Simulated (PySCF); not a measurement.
## Two-component Hartree-Fock for Ge²⁸⁺ (germanium, charge +28)

Start: [He] 2s2. Calculated with PySCF 2.14 in an even-tempered Gaussian basis (17 s from 2.3 bohr⁻², ratio 2.6; 12 p from 2.9 bohr⁻², ratio 2.6; 7 d from 3 bohr⁻², ratio 2.8; 4 f from 61 bohr⁻², ratio 2.8): generalised Hartree-Fock with the X2C-1e Hamiltonian and a Gaussian nucleus; spin-orbit coupling (SO) screened by Boettger's factors.

```json
{"spinor shell": "1s1/2", "electrons": "2", "ε, screened SO (eV)": "-13232.3", "weight of nominal j (screened SO)": "1.000", "rms radius, screened SO (bohr)": "0.0537"}
{"spinor shell": "2s1/2", "electrons": "2", "ε, screened SO (eV)": "-3067.9", "weight of nominal j (screened SO)": "1.000", "rms radius, screened SO (bohr)": "0.209"}
```

```csv
quantity,screened SO
E (hartree),-1247.98778
M_J,0
⟨J²⟩,0.000
⟨L²⟩,0.000
⟨S²⟩,0.000
```
